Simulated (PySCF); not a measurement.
**C4H11BO2: core ionisation energies**

Compound: C4H11BO2.
Atom-mapped SMILES: `[CH3:1][CH2:2][O:3][BH:4][O:5][CH2:6][CH3:7]`

Method used: PySCF, delta-SCF UKS SCAN, pcX-2 on the ionised atom, pcseg-1 elsewhere, spin-free X2C. Vertical ΔSCF values, vacuum level as zero.

What binding energy does each computed site have?

```json
{"atom(s)": "C1/C7", "bonded to": "C and 3 H", "level": "C 1s", "binding energy (eV)": "290.86", "above the level's lowest (eV)": "0.00", "count": "2"}
{"atom(s)": "C2/C6", "bonded to": "O, C and 2 H", "level": "C 1s", "binding energy (eV)": "292.37", "above the level's lowest (eV)": "+1.51", "count": "2"}
{"atom(s)": "O3/O5", "bonded to": "C and B", "level": "O 1s", "binding energy (eV)": "538.38", "above the level's lowest (eV)": "0.00", "count": "2"}
{"atom(s)": "B4", "bonded to": "2 O and H", "level": "B 1s", "binding energy (eV)": "196.75", "above the level's lowest (eV)": "0.00", "count": "1"}
```

Lowest listed C 1s: C1/C7, bonded to C and 3 H. Highest, 1.51 eV above it: C2/C6, bonded to O, C and 2 H.

Express the binding energy of C 1s of C2/C6 in atomic units and per mole.

292.37 eV = 10.7444 Eh = 28209 kJ/mol.

Topologically equivalent atoms share the value of their first member; where this conformer doesn't relate them by symmetry, their own values could differ. The structure is a single PBE0-D3(BJ)/def2-SVP conformer in the gas phase; no vibrational or solvent corrections.

Hardware: an Arm Neoverse V2 with one thread, shared host. Cost: 38 s of wall time, 0.82 GiB resident at most.

Shape of the structure used: `[CH3:1][CH2:2][O:3][BH:4][O:5][CH2:6][CH3:7]`: C1–C2–O3–B4 -104°, C2–O3–B4–O5 177°, O3–B4–O5–C6 1°, B4–O5–C6–C7 84°.
